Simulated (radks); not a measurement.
Values are calculated unless marked as measured or tabulated.
Effect of the nuclear size on the promethium ion Pm7+, [Kr] 4d10 4f3 5s2 5p3. Code: a radial shooting solver on a logarithmic mesh with Libxc functionals. Model: Dirac Kohn-Sham, BLYP, spin-unpolarised, spherical densities, finite nucleus; open shells are shared between the two j in proportion to 2j + 1; Fermi nuclear charge, rms radius 4.962 fm. The rms radius is varied about that value; shifts are against it.

rms radius (fm),total energy shift (eV),density at nucleus (e/bohr^3),1s1/2 shift (meV),2s1/2 shift (meV),4p1/2 shift (meV),5s1/2 shift (meV),5p1/2 shift (meV),4f7/2 shift (meV),6s1/2 (empty) shift (meV)
4.436,-2.93,5.059e+05,-1210,-152,0.374,-1.47,0.127,0.309,-0.460
4.575,-2.18,5.023e+05,-902,-113,0.278,-1.10,0.094,0.230,-0.342
4.962,0,4.93e+05,0.000,0.000,0.000,0.000,0.000,0.000,0.000
5.225,1.56,4.872e+05,645,80.9,-0.199,0.784,-0.067,-0.165,0.245
5.7609,4.93,4.763e+05,2040,256,-0.628,2.48,-0.213,-0.520,0.773

Slopes of the eigenvalues against <r^2> in GHz/fm^2, as finite differences over the two radii next to the reference (eigenvalue slopes, not the field-shift constants of lines): 1s1/2 58700, 2s1/2 7370, 4p1/2 -18.1, 5s1/2 71.4, 5p1/2 -6.14, 4f7/2 -15.0, 6s1/2 (empty) 22.3.
